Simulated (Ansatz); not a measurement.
`O=C=[N][Al]([F])[Cl]` + H₂Se → `[F][Al]([Cl])[SeH]` + `N=C=O` at 400 K and 1 bar (ligand exchange at the Al–N bond).

Computed with Ansatz on PBE0-D4/def2-TZVP structures; ΔE is electronic, products minus reactants. CCSD(T)/CBS adds triple-zeta CCSD(T) − MP2 to the extrapolated MP2 energy (def2 sets, frozen cores). This one scheme is used for every species. For Se outer-core shells are correlated without core-valence functions, which leaves a few kJ/mol of doubt a bond. Scalar relativity is left out up to krypton. Each species was taken in one conformer, which may not be the lowest.

```tsv
species	CCSD(T)/CBS energy (Eh)	H − E (kJ/mol)	S (J/(mol·K))
`O=C=[N][Al]([F])[Cl]`	-969.71777	78.1	392.1
H₂Se	-2401.89790	49.4	229.5
`[F][Al]([Cl])[SeH]`	-3203.08897	60.1	365.8
`N=C=O`	-168.51995	72.4	252.4
```

H − E and S are ideal-gas, rigid-rotor, harmonic terms from PBE0-D4/def2-TZVP, for one conformer and one mirror image of each species. 1 Eh = 2625.50 kJ/mol, R = 8.31446 J/(mol·K).

Task: By hand: ΔE, ΔH, ΔS and ΔG.

Result: ΔE = (-3203.08897) + (-168.51995) − (-969.71777) − (-2401.89790) = 0.00675 Eh = 17.7 kJ/mol. Δ(H − E) = 60.1 + 72.4 − 78.1 − 49.4 = 5.0, so ΔH = 22.7 kJ/mol. ΔS = 365.8 + 252.4 − 392.1 − 229.5 = -3.4 J/(mol·K). ΔG = 22.7 − 400 × (-3.4)/1000 = 24.1 kJ/mol.

Task: By hand: the equilibrium constant, and the temperature at which ΔG would vanish if ΔH and ΔS stayed fixed.

Result: log₁₀ K = −ΔG/(RT ln 10) = -3.1. ΔH and −TΔS have one sign here, so there is no such temperature. One of them is within its doubt of zero, so this could turn.

The number of gas molecules stays the same, so ΔS is small and ΔH decides. A doubt of 5 kJ/mol in ΔE shifts log₁₀ K by 0.7 here. Other conformers and mirror images would add mixing entropy, several J/(mol·K) or more a flexible species. Modes under 60 cm⁻¹, often nearly free rotors, make the harmonic entropy too high. These are equilibria of isolated gas molecules and say nothing of rates. Largest T1 diagnostic: 0.018 (customary marks: 0.02 for closed shells, 0.045 for open ones).
